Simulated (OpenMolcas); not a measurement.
**Mo3+: from RASSCF to RASPT2**

* Program: OpenMolcas 26.06
* Basis: ANO-RCC-VQZP [8s7p5d3f2g1h]
* Scalar Hamiltonian: DKH2, point nucleus
* Active space: 9 electrons in 8 orbitals (RAS1 4p, at most 2 holes; RAS2 4d)
* State averaging: 2S+1 = 4 even, 10 roots; 2S+1 = 2 even, 40 roots
* Spin-orbit coupling: RASSI with atomic mean-field integrals over the reference wave functions, term energies averaged over their components

Methods on the same reference wave functions:
A. RASSCF
B. SS-RASPT2, IPEA 0.25 Eh, imaginary shift 0.1 Eh (closed shells correlated: 4s)
C. MS-RASPT2, IPEA 0.25 Eh, imaginary shift 0.1 Eh (closed shells correlated: 4s)

Energies in eV above 4d3 4F 3/2, the measured ground level; measured values from Sugar and Musgrove, J. Phys. Chem. Ref. Data 17, 155 (1988).

```json
{"Level": "4d3 4F 3/2", "A": "0.0000", "B": "0.0000", "C": "0.0000", "Measured": "0.0000"}
{"Level": "4d3 4F 5/2", "A": "0.0968", "B": "0.0985", "C": "0.0984", "Measured": "0.0965"}
{"Level": "4d3 4F 7/2", "A": "0.2206", "B": "0.2221", "C": "0.2219", "Measured": "0.2182"}
{"Level": "4d3 4F 9/2", "A": "0.3633", "B": "0.362", "C": "0.362", "Measured": "0.3552"}
{"Level": "4d3 4P 1/2", "A": "1.5529", "B": "1.327", "C": "1.326", "Measured": "1.2817"}
{"Level": "4d3 4P 3/2", "A": "1.5582", "B": "1.318", "C": "1.318", "Measured": "1.2808"}
{"Level": "4d3 4P 5/2", "A": "1.7078", "B": "1.492", "C": "1.492", "Measured": "1.4397"}
{"Level": "4d3 2G 7/2", "A": "1.7980", "B": "1.464", "C": "1.464", "Measured": "1.4358"}
{"Level": "4d3 2G 9/2", "A": "1.9011", "B": "1.554", "C": "1.554", "Measured": "1.5263"}
{"Level": "4d3 2P 1/2", "A": "2.1462", "B": "1.769", "C": "1.769", "Measured": "1.7789"}
{"Level": "4d3 2D 5/2(1)", "A": "2.4496", "B": "2.174", "C": "2.168", "Measured": "2.0841"}
{"Level": "4d3 2H 9/2", "A": "2.4817", "B": "2.014", "C": "2.014", "Measured": "1.9831"}
{"Level": "4d3 2H 11/2", "A": "2.5421", "B": "2.057", "C": "2.056", "Measured": "2.0281"}
{"Level": "4d3 2F 7/2", "A": "3.8067", "B": "3.144", "C": "3.144", "Measured": "3.0732"}
{"Level": "4d3 2F 5/2", "A": "3.8502", "B": "3.187", "C": "3.186", "Measured": "3.1121"}
{"Level": "4d3 2D 5/2(2)", "A": "5.6475", "B": "4.929", "C": "4.934", "Measured": "4.8257"}
{"Level": "4d3 2D 3/2(2)", "A": "5.7068", "B": "4.987", "C": "4.984", "Measured": ""}
```

Deviations, from unrounded energies. A percentage is the sum of absolute deviations over the sum of measured energies, with the sign that they share, or ± where signs differ.

```
                        Against measurement  Levels      A     B     C
             mean absolute deviation (cm-1)      15   3000   330   330
      fine structure of the ground term (%)       3   +1.6  +1.9  +1.8
other terms of the ground configuration (%)      12  +21.6  ±2.3  ±2.3
```

B, C lie about equally close to measurement and A furthest from it. The largest miss of C in the table is 4d3 2D 5/2(2), by +870 cm-1. The ranking rests on the paired levels alone, and a cruder setting can come out closer through cancelling errors.

Between B and C the level of the table that moves most is 4d3 2D 5/2(1), by 46 cm-1 (lowest in C, highest in B). Moves below CASPT2's spread within the term are not significant.

The two smallest mean deviations differ by little beside CASPT2's spread within terms, so their order carries little weight.

From A to B the spin-free energies of the other terms of 4d3 shown, above 4F, scale by factors of 0.78 to 0.87, as is usual when dynamic correlation screens the repulsion within a d or f shell.

The lowest spin-free term lies below A's lowest term by 0.286 hartree in B, 0.286 hartree in C.

Term energies are means over components that CASPT2 splits; among the terms shown or strongly mixed into the levels shown the widest spread is 1400 cm-1 (4d3 4F, C). Active for correlation alone: 4p; no level in the range computed is led by a configuration that opens it, so any true level of that kind is missing. Without dynamic correlation excited terms often stand tens of per cent too high (terms of higher spin than the ground term too low), and those without a measured partner can miss by more than the paired ones (holds for A). The CASPT2 spread within a term exceeds the gap to the next term for 4d3 2H and 4d3 2D(1), so the order of their levels is uncertain (holds for C). Computed and measured levels are paired by configuration, term and J; levels that our copy of the source lacks, or whose pairing is in doubt (as where it misses far off the trend of its configuration), stay unpaired and out of the deviations. Only configurations of the active space appear. Levels that lie high or do not pair safely by name in every column are left out.

A number in round brackets counts repeated terms of one configuration in the order of the reference energies.
